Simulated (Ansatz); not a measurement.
`[SiH3][SiH2]N[SiH2][SiH3]` + CH₃NH₂ → `CN[SiH2][SiH3]` + `N[SiH2][SiH3]`  (ligand exchange at the Si–N bond)

Computed with Ansatz on PBE0-D4/def2-TZVP structures; ΔE is electronic, products minus reactants. CBS: MP2 limit from def2 TZ/QZ plus the TZ coupled-cluster correction, frozen cores. This one scheme is used for every species. Functionals use def2-TZVPP. HSE06 is defined as in plane-wave codes. One conformer a species, not always the lowest.

`[SiH3][SiH2]N[SiH2][SiH3]`:

Z-matrix (Å, degrees):
```
Si
Si 1 2.343
H 1 1.489 2 110.9
H 1 1.488 2 110.7 3 121.1
H 1 1.491 2 109.7 3 -119.6
N 2 1.729 1 110.5 3 174.2
H 2 1.493 1 108.8 3 49.5
H 2 1.488 1 110.4 3 -67.9
Si 6 1.732 2 129.3 1 137.9
H 6 1.011 2 115.4 1 -48.5
Si 9 2.342 6 111.6 2 -15.6
H 9 1.494 6 112.1 2 106.0
H 9 1.491 6 109.5 2 -136.4
H 11 1.487 9 112.1 6 65.8
H 11 1.490 9 107.0 6 -175.6
H 11 1.487 9 111.8 6 -56.8
```

CH₃NH₂:

Cartesian coordinates in Å:
```
C 0.213 -0.052 -0.524
N -0.256 -0.235 0.839
H 0.096 0.963 -0.930
H -0.320 -0.739 -1.186
H 1.272 -0.313 -0.581
H -1.239 -0.009 0.911
H 0.234 0.385 1.471
```

`CN[SiH2][SiH3]`:

Cartesian coordinates in Å:
```
C -0.451 1.915 -0.255
N -1.024 0.653 -0.673
Si -0.798 -0.807 0.211
Si 1.431 -1.545 0.380
H -0.494 1.991 0.835
H -1.026 2.754 -0.656
H 0.598 2.048 -0.552
H -1.140 0.574 -1.671
H -1.602 -1.859 -0.468
H -1.308 -0.601 1.597
H 2.290 -0.502 1.011
H 1.996 -1.842 -0.967
H 1.529 -2.780 1.208
```

`N[SiH2][SiH3]`:

Z-matrix (Å, degrees):
```
Si
Si 1 2.341
N 1 1.724 2 108.6
H 1 1.497 2 108.1 3 -126.1
H 1 1.488 2 110.7 3 117.7
H 2 1.489 1 110.3 3 173.7
H 2 1.491 1 110.1 3 54.6
H 2 1.488 1 111.4 3 -65.4
H 3 1.008 1 119.6 2 167.4
H 3 1.007 1 119.6 2 -50.6
```

| species | HSE06-D4 energy (Eh) |
| --- | --- |
| `[SiH3][SiH2]N[SiH2][SiH3]` | -1218.84894 |
| CH₃NH₂ | -95.77582 |
| `CN[SiH2][SiH3]` | -676.94218 |
| `N[SiH2][SiH3]` | -637.67808 |

Question: Work out ΔE.

Answer: ΔE = (-676.94218) + (-637.67808) − (-1218.84894) − (-95.77582) = 0.00450 Eh = +11.8 kJ/mol. CCSD(T)/CBS gives +13.2 kJ/mol.

Largest T1 diagnostic among the species: 0.013.

Leaving LDA and LC-ωPBE aside and taking each functional with its dispersion term where it has one, the values, not all of them listed here, spread over 5.7 kJ/mol, from B2PLYP to BHLYP-D4. From BLYP to BHLYP (50 % exact exchange), in def2-TZVPP and without D4, ΔE moves by +4.2 kJ/mol.
